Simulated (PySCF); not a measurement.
C₇H₉NO.
SMILES: `C(C(C(C(=O)N)=C)=C)=C`

Theory: TDDFT PBE0/def2-SVPD, vertical, gas phase, core orbitals frozen in the response (PySCF 2.14.0, density-fitted response routines). The structure is a single GFN2-xTB conformer in the gas phase; no vibrational or solvent corrections. Torsions of this conformer, `[CH2:1]=[CH:2][C:3](=[CH2:4])[C:5](=[CH2:6])[C:7]([NH2:8])=[O:9]`: C1–C2–C3–C4 -163°, C2–C3–C5–C6 45°, C3–C5–C7–N8 -137°, H–N8–C7–C5 3°, H–N8–C7–C5 -179°.

```json
{"state": "S1", "E (eV)": "4.59", "E (kJ/mol)": "442", "λ (nm)": "270.3", "f": "0.038", "|μ| (D)": "1.48", "main configurations (H = HOMO, L = LUMO)": "H→L (66%), H→L+1 (32%)"}
{"state": "S2", "E (eV)": "4.78", "E (kJ/mol)": "461", "λ (nm)": "259.4", "f": "0.0011", "|μ| (D)": "0.25", "main configurations (H = HOMO, L = LUMO)": "H-1→L (76%), H-1→L+1 (16%)"}
{"state": "S3", "E (eV)": "5.35", "E (kJ/mol)": "517", "λ (nm)": "231.6", "f": "0.196", "|μ| (D)": "3.11", "main configurations (H = HOMO, L = LUMO)": "H→L+1 (52%), H→L (24%), H-1→L+1 (14%)"}
{"state": "S4", "E (eV)": "5.57", "E (kJ/mol)": "538", "λ (nm)": "222.5", "f": "0.092", "|μ| (D)": "2.09", "main configurations (H = HOMO, L = LUMO)": "H-1→L+1 (58%), H-1→L (18%), H→L+1 (10%)"}
{"state": "S5", "E (eV)": "5.79", "E (kJ/mol)": "558", "λ (nm)": "214.2", "f": "0.019", "|μ| (D)": "0.94", "main configurations (H = HOMO, L = LUMO)": "H-2→L (96%)"}
{"state": "S6", "E (eV)": "6.11", "E (kJ/mol)": "589", "λ (nm)": "203.0", "f": "0.060", "|μ| (D)": "1.61", "main configurations (H = HOMO, L = LUMO)": "H-3→L (78%), H-3→L+1 (8%)"}
```

Triplets, Tamm–Dancoff:

```
state  E (eV)  λ (nm)  main configurations (H = HOMO, L = LUMO)
   T1    3.00   413.4                    H→L (68%), H→L+1 (24%)
   T2    3.71   334.4       H→L+1 (49%), H-3→L (23%), H→L (12%)
```

The lowest singlet lies at 4.59 eV (270 nm, ultraviolet) and is of moderate strength; its leading configuration is HOMO→LUMO (66%). The strongest level in the table is S3 at 5.35 eV (232 nm, f = 0.196). Löwdin shares by element: HOMO carbon 74% or more (atoms not listed hold the other 26%); LUMO carbon 65% or more (atoms not listed hold the other 35%). Of the 6 states listed, 5 reach f = 0.01 and none stays under 0.0005. The listed states span 1.52 eV, and the widest gap between neighbours is 0.58 eV (S2 to S3). Weighted by f, the mean energy of these states is 5.46 eV. The window holds the lowest 6 singlets.
